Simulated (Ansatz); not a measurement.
Consider the ligand exchange at the Si–N bond: `[SiH3][NH][GaH][SiH3]` + `[OH][In]([OH])[OH]` → `[OH][In]([OH])[O][SiH3]` + `[NH2][GaH][SiH3]`.

Isolated molecules relaxed with PBE0-D4/def2-TZVP in Ansatz; ΔE leaves out vibrations. CBS: MP2 limit from def2 TZ/QZ plus the TZ coupled-cluster correction, frozen cores. Elements past krypton have def2 core potentials. For Ga, In outer-core shells are correlated without core-valence functions, which leaves a few kJ/mol of doubt a bond. Scalar relativity is left out up to krypton. Each species was taken in one conformer, which may not be the lowest.

```tsv
species	CCSD(T)/CBS(def2) energy (Eh)
`[SiH3][NH][GaH][SiH3]`	-2561.64384
`[OH][In]([OH])[OH]`	-417.19497
`[OH][In]([OH])[O][SiH3]`	-707.51343
`[NH2][GaH][SiH3]`	-2271.34304
```

(1) Work out ΔE.

Largest T1 diagnostic among the species: 0.017.

## Answers

(1) ΔE = (-707.51343) + (-2271.34304) − (-2561.64384) − (-417.19497) = -0.01766 Eh = -46.4 kJ/mol.

In def2-TZVPP, CCSD(T) changes the Hartree–Fock value by +12.6 kJ/mol (the triples alone add +1.7 kJ/mol) and MP2 by +13.3 kJ/mol. From PBE to PBE0 (25 % exact exchange), in def2-TZVPP and without D4, ΔE moves by −3.6 kJ/mol.
